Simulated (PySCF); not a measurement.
Molecule: `N#C/C=C/c1cnsn1`, C₅H₃N₃S.

Bonds (- single, = double, # triple, : aromatic): N1#C2, C2-C3, C3=C4, C4-C5, C5:C6, C6:N7, N7:S8, S8:N9, N9:C5. C3 carries H10; C4 carries H11; C6 carries H12. Stereochemistry as in N#C/C=C/c1cnsn1.

Frames of a GFN2-xTB Langevin trajectory at 200 K; GIAO PBE0/pcSseg-1 shieldings in PySCF 2.14, gas phase, non-relativistic; equivalent atoms averaged within each frame.

Chemical shifts δ = σref − σ; NH3 for ¹⁵N (σ = 267.73 ppm); ¹³C (σ = 186.93 ppm), ¹H (σ = 31.72 ppm) against TMS; ³³S (σ = 503.73 ppm) against CS2, all at this level. The references are static minima.

Problem. How do the shifts (ppm) fluctuate along the trajectory?

Solution. 
| time (fs) | N7 | N9 | N1 | C5 | C6 | C4 | C2 | C3 | S8 | H12 |
| --- | --- | --- | --- | --- | --- | --- | --- | --- | --- | --- |
| 250 | 421.4 | 397.7 | 326.2 | 160.3 | 154.6 | 148.9 | 127.7 | 108.9 | 569 | 8.82 |
| 425 | 431.3 | 399.2 | 310.7 | 158.1 | 154.8 | 150.5 | 120.8 | 112.1 | 552 | 8.57 |
| 625 | 410.4 | 397.4 | 347.6 | 163.7 | 159.1 | 145.2 | 122.6 | 111.7 | 525 | 8.46 |
| 800 | 372.2 | 381.4 | 326.1 | 157.9 | 154.3 | 146.3 | 123.7 | 109.1 | 517 | 9.05 |
| 1000 | 380.2 | 363.6 | 335.4 | 158.1 | 151.6 | 142.0 | 120.5 | 113.7 | 505 | 8.66 |
| mean of frames | 403.1 | 387.8 | 329.2 | 159.6 | 154.9 | 146.6 | 123.1 | 111.1 | 534 | 8.71 |
| standard deviation | 25.8 | 15.4 | 13.6 | 2.5 | 2.7 | 3.3 | 2.9 | 2.1 | 26 | 0.23 |

5 frames give an uncertainty of the mean of about the standard deviation over 2.2 at best, since frames this close in time may not be independent; classical motion lacks zero-point vibration, and the reference would need the same averaging.
